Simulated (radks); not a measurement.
Results of a calculation; reference values are marked as such.
Problem. These are the eigenvalues of the occupied orbitals of an atom or ion with whole-number occupations (hartree). Code: a radial shooting solver on a logarithmic mesh with Libxc functionals. Model: Dirac Kohn-Sham, BLYP, spin-unpolarised, spherical densities, finite nucleus; Fermi nuclear charge, rms radius of each element as measured or else 0.836 A^(1/3) + 0.57 fm.

orbital  eigenvalue
1s1/2     -665.9579
2s1/2     -101.5523
2p1/2     -93.93303
2p3/2     -90.76754
3s1/2     -25.01391
3p1/2     -22.17094
3p3/2     -21.64146
3d3/2     -16.65750
3d5/2     -16.55709

Which element is it, and in what charge state? The configuration may be excited. Open shells, if any, are shared by 2j + 1.

Solution. Z = 40, zirconium, charge +13: Zr13+ in [Ar] 3d9. The list shows which subshells hold electrons but not how many an open one holds; the 1s level, -665.96 hartree, gives Z - s = 36.5 by -(Z - s)^2/2, which with screening and relativity narrows Z to a few neighbours, and the depths of the outer levels then fix element, charge and occupations together.
